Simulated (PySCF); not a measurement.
The PySCF input:
```python
from pyscf import gto, scf, dft

mol = gto.Mole()
mol.atom = '''
    Si   -0.348153    0.375866    1.114868
    Br    1.072664   -0.634381   -0.317597
    S    -1.874184    0.964996   -0.317585
    H    -2.682161    1.501288    0.589125
'''
mol.basis = 'def2-svpd'
mol.charge = 0
mol.spin = 0
mol.verbose = 4
mol.max_memory = 1800
mol.build()

mf = dft.RKS(mol)
mf.xc = 'pbe0'
mf = mf.density_fit(auxbasis='def2-universal-jkfit')
mf.kernel()
```

Task: What is the computed nuclear repulsion energy (DF-PBE0/def2-SVPD (PySCF))?

Result: 271.1913 Eh

Task: What HOMO energy does DF-PBE0/def2-SVPD give?

Result: -7.30 eV

Task: What Mulliken (on the basis functions themselves) charges in atom order does DF-PBE0/def2-SVPD give?

Result: Si1 0.54, Br2 -0.34, S3 -0.49, H4 0.29

Task: Estimate the total energy that DF-PBE0/def2-SVPD returns for this input.

Result: -3261.4125 Eh
